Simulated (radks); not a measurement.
Results of a calculation; reference values are marked as such.
Ga V, 27 electrons, occupied as [Ar] 3d9 (the NIST ground configuration). Code: a radial shooting solver on a logarithmic mesh with Libxc functionals. Model: Dirac Kohn-Sham, LDA (Slater exchange, Perdew-Zunger correlation), spin-unpolarised, spherical densities, point nucleus; open shells are shared between the two j in proportion to 2j + 1.

Unscreened Slater integrals over Kohn-Sham orbitals (eV). Large and small components are both included. Empty in this configuration: 4s1/2.

integral,value
"F0(3d5/2,3d5/2)",33.633
"F2(3d5/2,3d5/2)",15.783
"F4(3d5/2,3d5/2)",9.8612
"F0(3d5/2,3d3/2)",33.729
"F2(3d5/2,3d3/2)",15.825
"G2(3d5/2,3d3/2)",15.803
"G4(3d5/2,3d3/2)",9.8742
"F0(3d5/2,3p3/2)",34.854
"F2(3d5/2,3p3/2)",16.580
"G1(3d5/2,3p3/2)",20.316
"G3(3d5/2,3p3/2)",12.437
"F0(3d5/2,3p1/2)",35.115
"G3(3d5/2,3p1/2)",12.539
"F0(3d5/2,4s1/2)",17.100
"G2(3d5/2,4s1/2)",1.8993
"F0(3d3/2,3d3/2)",33.826
"F2(3d3/2,3d3/2)",15.868
"F0(3d3/2,3p3/2)",34.954
"F2(3d3/2,3p3/2)",16.620
"G1(3d3/2,3p3/2)",20.342
"G3(3d3/2,3p3/2)",12.455
"F0(3d3/2,3p1/2)",35.218
"G1(3d3/2,3p1/2)",20.568
"F0(3d3/2,4s1/2)",17.113
"G2(3d3/2,4s1/2)",1.8799
"F0(3p3/2,3p3/2)",36.454
"F2(3p3/2,3p3/2)",18.209
"F0(3p3/2,3p1/2)",36.732
"G2(3p3/2,3p1/2)",18.320
"F0(3p3/2,4s1/2)",17.310
"G1(3p3/2,4s1/2)",1.3253
"F0(3p1/2,3p1/2)",37.018
"F0(3p1/2,4s1/2)",17.341
"G1(3p1/2,4s1/2)",1.3115
"F0(4s1/2,4s1/2)",13.650
